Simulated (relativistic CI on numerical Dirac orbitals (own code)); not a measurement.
# Slater and spin-orbit integrals, S XIII

Computed by Dirac-Coulomb-Breit CI, separate exchange-only KLI orbitals for each configuration, model QED (radiative potential, 1s self-energy scaled to tabulated hydrogen-like ionisation energies), unscaled Slater integrals (own radial code, finite nucleus).

Slater integrals F^k, G^k are unscaled and averaged over j, outside the closed core 1s2; ζ comes from projecting the Hamiltonian with its Breit term on Σ l·s of the shell.

- 2s2p: G^1(2s,2p) = 290400, ζ(2p) = 9451.4 cm⁻¹; <r>(2s) = 0.4129, <r^2>(2s) = 0.1993, <r>(2p) = 0.3582, <r^2>(2p) = 0.155 (bohr units).
- 2p²: F^2(2p,2p) = 265550, ζ(2p) = 9297 cm⁻¹; <r>(2p) = 0.3598, <r^2>(2p) = 0.1564 (bohr units).
- 2p3s: ζ(2p) = 9885.2, G^1(2p,3s) = 28055 cm⁻¹; <r>(2p) = 0.3537, <r^2>(2p) = 0.1513, <r>(3s) = 0.9691, <r^2>(3s) = 1.065 (bohr units).

Averages of the first 10 configurations, taken without configuration mixing, which lowers the lowest level and can move excited configurations by several eV; other configurations of the list can lie among them:

| Configuration | Parity | States | Average energy above the lowest level (eV) |
| --- | --- | --- | --- |
| 2s² | even | 1 | 5.1 |
| 2s2p | odd | 12 | 32.0 |
| 2p² | even | 15 | 70.4 |
| 2p3s | odd | 12 | 406.3 |
| 2p3p | even | 36 | 416.1 |
| 2s3s | even | 4 | 375.5 |
| 2s3p | odd | 12 | 386.1 |
| 2s3d | even | 20 | 393.1 |
| 2s4s | even | 4 | 499.7 |
| 2s4p | odd | 12 | 504.0 |
